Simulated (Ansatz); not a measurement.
One change: `CC/C(O)=C/F` becomes `CCC(=O)/C=C(\O)CC`.

Ansatz, PBE0-D4/def2-TZVP geometries, multiplicity 1. Each molecule was computed in one conformer, which needn't be the lowest.

```tsv
property	`CC/C(O)=C/F`
LUMO energy (PBE/def2-TZVPP) / eV	-0.03
HOMO energy (PBE0/def2-TZVPP) / eV	-6.49
LUMO energy (B3LYP/def2-TZVPP) / eV	0.60
HOMO–LUMO gap (PBE/def2-TZVPP) / eV	5.18
HOMO–LUMO gap (B3LYP/def2-TZVPP) / eV	6.90
HOMO energy (PBE/def2-TZVPP) / eV	-5.21
```

Question: Give the same properties after the change, and the shifts. (Best estimate.)

Answer: Computed: 
```
                             property  `CCC(=O)/C=C(\O)CC`  shift
    LUMO energy (PBE/def2-TZVPP) / eV                -2.07  -2.04
   HOMO energy (PBE0/def2-TZVPP) / eV                -6.94  -0.45
  LUMO energy (B3LYP/def2-TZVPP) / eV                -1.36  -1.96
  HOMO–LUMO gap (PBE/def2-TZVPP) / eV                 3.76  -1.42
HOMO–LUMO gap (B3LYP/def2-TZVPP) / eV                 5.38  -1.52
    HOMO energy (PBE/def2-TZVPP) / eV                -5.83  -0.62
```

With PBE0 the HOMO falls by 0.45 eV and the LUMO falls by 2.06 eV, so the gap narrows by about 1.61 eV. PBE moves the HOMO by -0.62 eV and ωB97M-V by -0.34 eV.

B3LYP here is the variant with VWN-RPA as its local correlation; programs differ in this.
